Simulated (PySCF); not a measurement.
Results of a calculation; reference values are marked as such.
**C2H9Si2**

C2H9Si2 is a small molecule (built as: Si site whose three back bonds go to CH3, CH2SiH3, H), neutral, doublet. The structure, one conformer, was relaxed in the gas phase by PBE0-D3(BJ)/def2-SVP. No frequency run checks that it is a minimum.

SMILES: C[SiH]C[SiH3]

| atom | x (Å) | y (Å) | z (Å) |
| --- | --- | --- | --- |
| Si1 | -0.721 | 1.245 | -0.227 |
| C2 | 0.693 | 1.712 | 0.928 |
| C3 | -1.149 | -0.592 | -0.130 |
| Si4 | 0.284 | -1.750 | -0.529 |
| H5 | -0.381 | 1.605 | -1.645 |
| H6 | 0.890 | 2.794 | 0.884 |
| H7 | 1.622 | 1.185 | 0.651 |
| H8 | 0.453 | 1.451 | 1.970 |
| H9 | -1.973 | -0.801 | -0.833 |
| H10 | -1.522 | -0.829 | 0.882 |
| H11 | -0.148 | -3.184 | -0.494 |
| H12 | 0.828 | -1.452 | -1.890 |
| H13 | 1.388 | -1.574 | 0.466 |

EPR values by unrestricted B3LYP, IGLO-III on C Si, pcH-1 on H.

(1) Predict g and the largest hyperfine couplings. Where does the spin sit?

(2) How do the isotropic couplings move with BHandHLYP?

Results:

(1) g = 2.0021, 2.0032, 2.0044. The spin sits on Si1 (90 %, bonded to 2 C + 1 H) by Mulliken populations.
| atom | isotope | isotropic (MHz) | dipolar, principal values (MHz) |
| --- | --- | --- | --- |
| Si1 | 29Si | -510.0 | -160.0, 79.8, 80.3 |
| H5 | 1H | 61.3 | -8.7, 0.1, 8.6 |
| H7 | 1H | 64.1 | -4.0, 0.3, 3.7 |
| Si4 | 29Si | -54.5 | -8.6, 3.8, 4.9 |
| C2 | 13C | 26.9 | -4.1, -4.0, 8.1 |
| C3 | 13C | 17.1 | -4.6, -4.4, 9.0 |

(2) Si1 -510.0 to -544.1 MHz, H5 61.3 to 63.6 MHz, H7 64.1 to 62.4 MHz, Si4 -54.5 to -50.5 MHz.
